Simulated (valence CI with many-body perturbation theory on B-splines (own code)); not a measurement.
## Cu VII in brief

Computed by relativistic CI+MBPT: five valence electrons over a frozen Dirac-Fock core [Ar], radial functions for each j: 7 s, 7 p, 8 d, 6 f, 4 g, 1 h, with the one-electron correlation potential Σ1 (screened to all orders), the two-electron term Σ2, the three-electron term Σ3, Breit, model QED; selected single and double excitations, second order for the rest, scaled by the run's own slope (own B-spline code, finite nucleus).

Set against measurement, 36 paired levels are off by 876 cm⁻¹ on average, the worst by 2342. These come from a selection out of Gamrath, thesis, University of Mons (2023). Levels without a partner in it may be off by more, other configurations by 1,000 to 8,000 cm⁻¹. Among the levels kept, up to 1700 cm⁻¹ of a level comes from second order outside the variational space, and about a tenth of that is noise between levels of different J, which matters for small intervals. The list stops below the first excitations out of the core. Only levels of the ground parity were solved; by the run's estimate the other parity begins above the list, which can be wrong where configurations are misplaced.

Rates and lifetimes use the calculated energies. Strong lines usually hold to 10 to 20 %, long lifetimes can be off by a factor of two.

(1) What is the ground level?

(2) How well does LS coupling describe the low levels?

(3) What is the ionisation energy?

(4) Name the longest-lived excited levels whose lifetime is computed, and their main decay.

## Answers

(1) 3d5 6S_5/2, composition 99 % 3d5 6S, g = 2.000.

(2) Among the lowest 20 levels the leading LS term, summed over configurations, holds 91 % on average. For single configurations the figures are 91 % in LS and 52 % in jj coupling. Terms mix most in the J = 5/2 level at 70377 cm⁻¹, where the leading one holds 64 %.

(3) 137.64 eV; NIST lists 139 ± 1.2 eV (semi-empirical).

(4) 3d5 4G_7/2 at 45394 cm⁻¹ lives 59300 s, mostly by M1 to 3d5 4G_5/2; 3d5 4G_9/2 at 45391 cm⁻¹ lives 13700 s, mostly by M1 to 3d5 4G_11/2; 3d5 4G_5/2 at 45329 cm⁻¹ lives 727 s, mostly by M1 to 3d5 6S_5/2. The lifetime of 3d5 4G_11/2 is too uncertain to give, and may be longer.
